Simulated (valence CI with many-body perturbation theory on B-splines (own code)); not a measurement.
Ba⁴¹⁺: electric-dipole lines

Method: configuration interaction combined with many-body perturbation theory (CI+MBPT): five valence electrons over a frozen Dirac-Fock core [Ne], a basis of 11 s, 11 p, 10 d, 8 f, 5 g, 2 h functions for each j, with the one-electron correlation potential Σ1 (screened to all orders), the two-electron term Σ2, the three-electron term Σ3, Breit, model QED; selected single and double excitations, second order for the rest, scaled by the run's own slope (own B-spline code, finite nucleus).

No measured spectrum was set against this ion. As an estimate, large intervals hold to a few tenths of a per cent, small ones and those within an open d or f shell to about a per cent. Among the levels kept, up to 3200 cm⁻¹ of a level comes from second order outside the variational space, and about a tenth of that is noise between levels of different J, which matters for small intervals.

Lines 151 to 200 of 548 in falling wavelength, among levels below 598.35 eV, chosen from the strongest by gf and those to the six lowest levels. Wavelengths and rates use the calculated energies. Electric multipoles are in the length gauge, E1 and E2 with the static RPA response of the core. Weak lines are less certain than strong ones. Lines between different terms over intervals too small for the method are left out, as are lines whose strength nearly cancels. Where a level lies close to another of its J and parity, the split of strength between their lines is uncertain. The highest levels of a list are the least certain.

Levels are named by their leading jj configuration (3d3/2^4 stands for four electrons in 3d with j = 3/2), which in mixed levels can hold well under half, so a name can repeat and another be missing. Letters in brackets count levels of one name in rising energy.

```csv
λ vac (nm),Upper,Lower,A (s⁻¹),S (a.u.)
6.089,(3s^2 3p3/2 3d3/2 3d5/2) J=5/2 [c],(3s^2 3p3/2^2 3d3/2) J=3/2 [a],1.05e+11,7.03e-02
6.088,(3s 3p1/2 3p3/2^2 3d3/2) J=5/2 [c],(3s^2 3p1/2 3p3/2 3d5/2) J=5/2 [a],4.14e+10,2.77e-02
6.087,(3s 3p1/2 3p3/2^2 3d3/2) J=3/2 [e],(3s^2 3p1/2 3p3/2 3d3/2) J=1/2 [b],7.87e+10,3.50e-02
6.086,(3s 3p1/2^2 3d5/2^2) J=9/2,(3s 3p1/2^2 3p3/2 3d5/2) J=9/2,2.52e+10,2.80e-02
6.076,(3s 3p1/2 3p3/2^2 3d5/2) J=5/2 [e],(3s 3p1/2 3p3/2^3) J=5/2,2.81e+11,1.87e-01
6.067,(3s^2 3p1/2 3d3/2 3d5/2) J=5/2,(3s^2 3p1/2 3p3/2 3d3/2) J=5/2 [a],6.17e+10,4.08e-02
6.058,(3s 3p1/2 3p3/2^2 3d5/2) J=5/2 [d],(3s^2 3p1/2 3p3/2 3d5/2) J=3/2 [c],4.75e+10,3.13e-02
6.058,(3s 3p1/2 3p3/2^2 3d5/2) J=9/2 [a],(3s^2 3p1/2 3p3/2 3d3/2) J=7/2,2.50e+10,2.75e-02
6.056,(3s^2 3p3/2 3d3/2 3d5/2) J=5/2 [c],(3s^2 3p3/2^2 3d3/2) J=5/2,5.80e+10,3.81e-02
6.055,(3s^2 3p1/2 3d5/2^2) J=3/2,(3s^2 3p1/2 3p3/2 3d5/2) J=3/2 [a],1.00e+11,4.39e-02
6.046,(3p1/2^2 3p3/2^2 3d3/2) J=5/2,(3s 3p1/2^2 3p3/2 3d5/2) J=5/2 [a],4.97e+10,3.25e-02
6.042,(3s^2 3p3/2 3d3/2 3d5/2) J=9/2 [b],(3s^2 3p3/2^2 3d3/2) J=7/2,2.00e+11,2.18e-01
6.041,(3s^2 3p3/2 3d3/2 3d5/2) J=1/2 [b],(3s^2 3p3/2^2 3d3/2) J=3/2 [b],6.88e+10,1.50e-02
6.027,(3s 3p1/2^2 3d3/2 3d5/2) J=7/2 [b],(3s 3p1/2^2 3p3/2 3d3/2) J=7/2,2.09e+10,1.81e-02
6.019,(3s^2 3p3/2^2 3d5/2) J=3/2,(3s^2 3p3/2^3) J=3/2,2.77e+11,1.19e-01
6.016,(3s 3p1/2 3p3/2^2 3d3/2) J=3/2 [f],(3s^2 3p1/2 3p3/2 3d5/2) J=3/2 [b],4.53e+10,1.95e-02
6.006,(3s^2 3p3/2 3d5/2^2) J=3/2 [b],(3s^2 3p3/2^2 3d5/2) J=5/2 [a],7.25e+10,3.10e-02
5.988,(3s^2 3p3/2 3d3/2 3d5/2) J=3/2 [c],(3s^2 3p3/2^2 3d5/2) J=1/2,2.80e+10,1.19e-02
5.985,(3s 3p1/2^2 3d3/2 3d5/2) J=5/2 [b],(3s 3p1/2^2 3p3/2 3d3/2) J=5/2 [a],4.35e+10,2.76e-02
5.974,(3s 3p1/2 3p3/2^2 3d5/2) J=7/2 [c],(3s^2 3p1/2 3p3/2 3d5/2) J=5/2 [b],1.79e+11,1.50e-01
5.970,(3s^2 3p3/2 3d3/2 3d5/2) J=3/2 [b],(3s^2 3p3/2^2 3d3/2) J=3/2 [a],6.98e+10,2.93e-02
5.951,(3s^2 3p1/2 3p3/2 3d5/2) J=5/2 [b],(3s^2 3p1/2 3p3/2^2) J=3/2,2.44e+11,1.52e-01
5.949,(3s 3p1/2 3p3/2^2 3d3/2) J=7/2 [a],(3s^2 3p1/2 3p3/2 3d3/2) J=5/2 [a],8.84e+10,7.35e-02
5.947,(3s 3p1/2^2 3p3/2 3d5/2) J=3/2 [a],(3s^2 3p1/2^2 3d5/2) J=5/2,2.87e+10,1.19e-02
5.940,(3s^2 3p1/2 3d3/2 3d5/2) J=3/2,(3s^2 3p1/2 3p3/2 3d3/2) J=1/2 [a],7.48e+10,3.09e-02
5.938,(3s 3p1/2 3p3/2^2 3d5/2) J=3/2 [c],(3s^2 3p1/2 3p3/2 3d5/2) J=3/2 [b],1.22e+11,5.03e-02
5.938,(3s^2 3p3/2 3d3/2 3d5/2) J=3/2 [b],(3s^2 3p3/2^2 3d3/2) J=5/2,3.87e+10,1.60e-02
5.937,(3s 3p1/2 3p3/2^2 3d5/2) J=5/2 [a],(3s^2 3p1/2 3p3/2 3d3/2) J=3/2 [b],1.87e+10,1.16e-02
5.932,(3s 3p1/2 3p3/2^2 3d5/2) J=3/2 [e],(3s 3p1/2 3p3/2^3) J=5/2,1.20e+11,4.95e-02
5.931,(3s 3p1/2 3p3/2^2 3d5/2) J=5/2 [c],(3s^2 3p1/2 3p3/2 3d5/2) J=3/2 [b],6.52e+10,4.03e-02
5.925,(3s^2 3p1/2 3d3/2 3d5/2) J=3/2,(3s^2 3p1/2 3p3/2 3d3/2) J=3/2 [a],1.25e+11,5.15e-02
5.925,(3s^2 3p3/2 3d3/2 3d5/2) J=9/2 [b],(3s^2 3p3/2^2 3d5/2) J=7/2,1.75e+11,1.80e-01
5.921,(3s^2 3p1/2 3p3/2 3d5/2) J=3/2 [b],(3s^2 3p1/2 3p3/2^2) J=3/2,6.51e+10,2.67e-02
5.917,(3s 3p1/2 3p3/2^2 3d5/2) J=9/2 [b],(3s^2 3p1/2 3p3/2 3d3/2) J=7/2,4.24e+10,4.33e-02
5.912,(3s 3p1/2 3p3/2^2 3d5/2) J=9/2 [c],(3s^2 3p1/2 3p3/2 3d5/2) J=7/2 [b],1.18e+11,1.20e-01
5.910,(3s^2 3p1/2 3p3/2 3d5/2) J=3/2 [c],(3s^2 3p1/2 3p3/2^2) J=5/2,3.83e+10,1.56e-02
5.902,(3s^2 3p3/2^2 3d5/2) J=5/2 [b],(3s^2 3p3/2^3) J=3/2,3.76e+11,2.29e-01
5.902,(3s 3p1/2 3p3/2^2 3d5/2) J=5/2 [c],(3s^2 3p1/2 3p3/2 3d5/2) J=5/2 [b],9.24e+10,5.63e-02
5.899,(3s^2 3p1/2 3d5/2^2) J=1/2,(3s^2 3p1/2 3p3/2 3d5/2) J=1/2,1.25e+11,2.54e-02
5.895,(3s^2 3p1/2 3d5/2^2) J=9/2,(3s^2 3p1/2 3p3/2 3d5/2) J=9/2,1.10e+11,1.11e-01
5.886,(3s 3p1/2 3p3/2^2 3d3/2) J=7/2 [c],(3s^2 3p1/2 3p3/2 3d3/2) J=5/2 [b],1.29e+11,1.04e-01
5.886,(3s 3p1/2 3p3/2^2 3d3/2) J=5/2 [d],(3s^2 3p1/2 3p3/2 3d5/2) J=3/2 [a],2.94e+10,1.77e-02
5.885,(3s 3p1/2^2 3d3/2 3d5/2) J=7/2 [b],(3s 3p1/2^2 3p3/2 3d3/2) J=5/2 [a],1.54e+10,1.24e-02
5.882,(3s^2 3p1/2 3d5/2^2) J=7/2,(3s^2 3p1/2 3p3/2 3d5/2) J=5/2 [a],2.37e+10,1.90e-02
5.879,(3p1/2^2 3p3/2^2 3d3/2) J=3/2,(3s 3p1/2^2 3p3/2 3d3/2) J=3/2 [b],6.90e+10,2.77e-02
5.878,(3s^2 3p3/2 3d3/2 3d5/2) J=5/2 [d],(3s^2 3p3/2^2 3d3/2) J=7/2,3.38e+10,2.03e-02
5.873,(3s^2 3p1/2 3d3/2 3d5/2) J=1/2,(3s^2 3p1/2 3p3/2 3d3/2) J=1/2 [a],2.57e+11,5.15e-02
5.871,(3s 3p1/2^2 3p3/2 3d5/2) J=5/2 [b],(3s 3p1/2^2 3p3/2^2) J=5/2,5.03e+10,3.02e-02
5.864,(3s 3p1/2 3p3/2^2 3d5/2) J=5/2 [e],(3s^2 3p1/2 3p3/2 3d5/2) J=3/2 [c],8.06e+10,4.81e-02
5.863,(3s^2 3p1/2 3p3/2 3d5/2) J=1/2,(3s^2 3p1/2 3p3/2^2) J=3/2,8.75e+10,1.74e-02
```
